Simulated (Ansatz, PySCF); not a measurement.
Noncovalent pair: HCl (SMILES Cl) (first 2 atoms) with Br2 (SMILES BrBr); geometry from B3LYP-D3(BJ)/def2-TZVP.
(charge 0, multiplicity 1):
```xyz
4

Cl    -0.087    -0.258     0.079
H      0.959     0.486     0.074
Br     0.002     0.143     5.623
Br    -0.110    -0.078     3.310
```

Quantity: the interaction energy.

Monomers are frozen at their geometry in the pair; levels with a basis set take the counterpoise correction.

Correlated levels freeze the cores. Filled d and f shells under p-block atoms count as core. CBS(a, b) extrapolates the correlation energy as X⁻³ and adds the Hartree–Fock energy of set b.

Programs: Ansatz (Gaussian orbitals); PySCF for the dispersion terms. Values without a source in brackets are computed.

Costs are ratios of core time to PBE/def2-TZVPPD (roughly 7 s), for whole runs (searches for the state included, and forces where a run took them) on one shared machine, so rough; each difference counts from -7.4 kJ/mol (CCSD(T)/CBS(def2-TZVPPD, def2-QZVPPD), a level with limits of its own).

A star marks coupled-cluster runs past 200 virtual orbitals, where the program's memory plan changes under this machine's limit, so their costs aren't comparable with smaller runs.

```tsv
level	basis functions	cost	difference (kJ/mol)
SVWN5/def2-TZVPPD	182	×0.9	-12.6
PBE/def2-TZVPPD	182	×1	-1.2
revPBE/def2-TZVPPD	182	×1	5.6
BLYP/def2-TZVPPD	182	×1	4.5
B3LYP/def2-TZVPPD	182	×2	4.2
B97M-V/def2-TZVPPD	182	×2	-2.8
CAM-B3LYP/def2-TZVPPD	182	×2	3.1
B2PLYP/def2-TZVPPD	182	×2	2.9
B2PLYP-D3(BJ)/def2-TZVPPD	182	×2	-0.4
CCSD(T)/def2-SVPD	117	×4	3.7
CCSD(T)/def2-TZVPPD	182	×10	3.3
CCSD(T)/def2-QZVPPD	308	×300*	1.3
```

The cheapest listed level whose difference stays within 1.0 kJ/mol: B2PLYP-D3(BJ)/def2-TZVPPD (-0.4 kJ/mol, cost ×2).

What the step from CCSD(T)/def2-SVPD to CCSD(T)/def2-TZVPPD costs and buys: 117 to 182 functions, cost ×3 (rough); the difference goes from 3.7 to 3.3 kJ/mol.

Ansatz is a program for electronic structure.
